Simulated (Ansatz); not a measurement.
Species: trifluoro(methoxy)methane, C₂H₃F₃O, charge 0, multiplicity 1. SMILES: FC(OC)(F)F
Coordinates optimised at B3LYP-D3(BJ)/def2-TZVP (Ansatz, an electronic-structure program):
```xyz
9

C     -1.9058     0.0004    -0.4509
O     -0.6899     0.7482    -0.2696
C      0.3885     0.0410     0.0861
F      0.7182    -0.9042    -0.8235
F      1.4187     0.8737     0.2115
F      0.2250    -0.6079     1.2616
H     -2.1942    -0.4891     0.4788
H     -1.7860    -0.7343    -1.2466
H     -2.6538     0.7348    -0.7323
```

### Question
Give the harmonic wavenumbers at B3LYP-D3(BJ)/def2-TZVP (Ansatz, finite differences of forces, unscaled).

### Answer
85, 160, 266, 429, 442, 581, 611, 655, 838, 1072, 1128, 1171, 1180, 1246, 1283, 1490, 1496, 1507, 3055, 3128, 3166 cm⁻¹. Zero-point energy 35.7 kcal/mol.

### Question
From these and the geometry, give the ideal-gas thermochemistry at 298.15 K and 1 atm (rigid rotor, harmonic oscillator).

### Answer
Point group Cs, rotational symmetry number 1. Rotational constants 5.409, 3.038, 3.014 GHz. S(trans) 39.72, S(rot) 26.28, S(vib) 11.40, S(elec, spin only) 0.00, S 77.4 cal/(mol K). H(298) - H(0) 4.29 kcal/mol; G - E(el) 16.9 kcal/mol.
